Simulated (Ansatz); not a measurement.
Computed with frozen-core CCSD(T)/def2-TZVPP // BP86-D3(BJ)/def2-SVP (Ansatz, a program for electronic structure).

Ansatz 0.2 input:
```yaml
crystal:
  periodic: [false, false, false]
  atoms:
    - { symbol: Sc, position_ang: [-0.183165, 0.021263, -0.074941] }
    - { symbol: N, position_ang: [-0.528082, -1.754831, -0.908623] }
    - { symbol: H, position_ang: [-1.43818, -2.137272, -1.200242] }
    - { symbol: H, position_ang: [0.173769, -2.474692, -1.13025] }
    - { symbol: N, position_ang: [1.676682, 0.542925, 0.412473] }
    - { symbol: H, position_ang: [1.979291, 1.426861, 0.844558] }
    - { symbol: H, position_ang: [2.527625, -0.020658, 0.277882] }
    - { symbol: N, position_ang: [-1.69503, 1.272001, 0.271101] }
    - { symbol: H, position_ang: [-1.63808, 2.208682, 0.694187] }
    - { symbol: H, position_ang: [-2.689695, 1.107112, 0.063177] }
basis:
  gaussian: { orbitals: def2-TZVPP }
correlation:
  method: ccsd_t
```

Output:

```
Functional definition: HF
1465 factors; integrals over basis functions are off by at most 1.1e-3 eV
mean field evaluation 1: about -25210.0571 eV, gradient 6.8e1 eV
mean field evaluation 2: about -25210.1191 eV, gradient 6.8e1 eV
mean field evaluation 4: about -25219.2585 eV, gradient 3.3e0 eV
mean field evaluation 8: about -25219.3438 eV, gradient 3.3e-1 eV
mean field evaluation 16: about -25219.3443 eV, gradient 1.5e-6 eV
mean field -25219.34434417 eV, -926.7938103627 hartree, gradient 1.5e-6 eV, S^2 0.000000; 0 other end points of the search recorded, 0 dependent functions left out
8 core orbitals not correlated
reference -25219.34434417 eV, -926.7938103627 hartree; 16, 16 occupied and 217, 217 virtual orbitals, 1465 factors
second order -26.17275819 eV of doubles, -0.00000000 eV of singles
cycle   1  -26.34379999 eV  change   -1.7e-1 eV  update   1.2e-1
cycle   2  -26.88304636 eV  change   -5.4e-1 eV  update   4.1e-2
cycle   3  -27.06036806 eV  change   -1.8e-1 eV  update   2.4e-2
cycle   4  -27.05822869 eV  change    2.1e-3 eV  update   7.3e-3
cycle   5  -27.05260186 eV  change    5.6e-3 eV  update   3.5e-3
cycle   6  -27.05374893 eV  change   -1.1e-3 eV  update   1.2e-3
cycle   7  -27.05322461 eV  change    5.2e-4 eV  update   4.0e-4
cycle   8  -27.05321009 eV  change    1.5e-5 eV  update   1.1e-4
cycle   9  -27.05325082 eV  change   -4.1e-5 eV  update   4.7e-5
cycle  10  -27.05323067 eV  change    2.0e-5 eV  update   1.5e-5
perturbative correction -1.07721687 eV, -0.0395869899 hartree
Total energy: -25247.47479171 eV, -927.8275852423 hartree
```

Cost: about 6 core-minutes (a rough figure).
